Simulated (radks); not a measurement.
The numbers below are computed, except where a source is named.
Question: Code: a radial shooting solver on a logarithmic mesh with Libxc functionals. Model: scalar-relativistic Kohn-Sham, r2SCAN, spin-polarised, spherical densities, finite nucleus; open shells are filled with parallel spins first (spin-orbit coupling, left out, can overturn this in heavy ions); meta-GGA in the generalised Kohn-Sham scheme; Fermi nuclear charge, rms radius of each element as measured or else 0.836 A^(1/3) + 0.57 fm. Each species is in its NIST ground configuration. Rank Rb3+, Te3+, Ru3+, Rh3+, In3+, Xe3+, Mo3+, Pd3+, Sn3+, Sb3+, Sr3+, Ag3+, Tc3+, Zr3+, I3+, Nb3+, Cd3+ by radius at which the density is 0.001 e/bohr^3 (bohr), largest first.

Answer: I3+ 3.64, Xe3+ 3.62, Te3+ 3.60, Sb3+ 3.44, Sn3+ 3.32, Nb3+ 3.27, Mo3+ 3.26, Zr3+ 3.23, Tc3+ 3.22, Rb3+ 3.19, Ru3+ 3.17, Sr3+ 3.14, Rh3+ 3.14, Pd3+ 3.10, Ag3+ 3.05, Cd3+ 3.01, In3+ 2.96.
